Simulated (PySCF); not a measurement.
**Hg³⁴⁺ (mercury, charge +34): PBE0 calculation**

Configuration: [Kr] 4d10, closed-shell 1S. All numbers are calculated (PySCF 2.14, the non-relativistic Hamiltonian (point nucleus), in an uncontracted even-tempered set (18 s from 3.2 bohr⁻², ratio 2.5; 12 p from 4.1 bohr⁻², ratio 2.5; 9 d from 4.1 bohr⁻², ratio 2.5; 4 f from 22 bohr⁻², ratio 2.7; 3 g from 33 bohr⁻², ratio 2.7)).

```json
{"Total energy": "-17791.84 hartree", "One-electron energy": "-22166.30 hartree", "Hartree (Coulomb) energy": "4669.20 hartree", "Exchange-correlation energy": "-294.74 hartree", "Kinetic energy": "17789.52764 hartree", "⟨S²⟩": "0.0000", "⟨L²⟩": "0.000", "Sum of ⟨r⟩": "11.03 bohr", "Sum of ⟨r²⟩": "4.013 bohr²", "Density at the nucleus (Gaussians lack the cusp)": "364000 bohr⁻³", "Time after the integrals": "about 8 core-seconds"}
```

```json
{"shell": "1s", "electrons": "2", "mean orbital energy (eV)": "-76493.3", "rms radius, mean of both spins (bohr)": "0.0219"}
{"shell": "2s", "electrons": "2", "mean orbital energy (eV)": "-13959.1", "rms radius, mean of both spins (bohr)": "0.0863"}
{"shell": "2p", "electrons": "6", "mean orbital energy (eV)": "-13471.6", "rms radius, mean of both spins (bohr)": "0.0741"}
{"shell": "3s", "electrons": "2", "mean orbital energy (eV)": "-4313.5", "rms radius, mean of both spins (bohr)": "0.213"}
{"shell": "3p", "electrons": "6", "mean orbital energy (eV)": "-4086.8", "rms radius, mean of both spins (bohr)": "0.204"}
{"shell": "3d", "electrons": "10", "mean orbital energy (eV)": "-3666.6", "rms radius, mean of both spins (bohr)": "0.179"}
{"shell": "4s", "electrons": "2", "mean orbital energy (eV)": "-1824.5", "rms radius, mean of both spins (bohr)": "0.432"}
{"shell": "4p", "electrons": "6", "mean orbital energy (eV)": "-1723.2", "rms radius, mean of both spins (bohr)": "0.432"}
{"shell": "4d", "electrons": "10", "mean orbital energy (eV)": "-1540.0", "rms radius, mean of both spins (bohr)": "0.425"}
```

A non-relativistic calculation at this Z misses sizeable relativistic shifts. Spin-orbit coupling, which splits the p, d and f shells strongly at this Z, is absent.
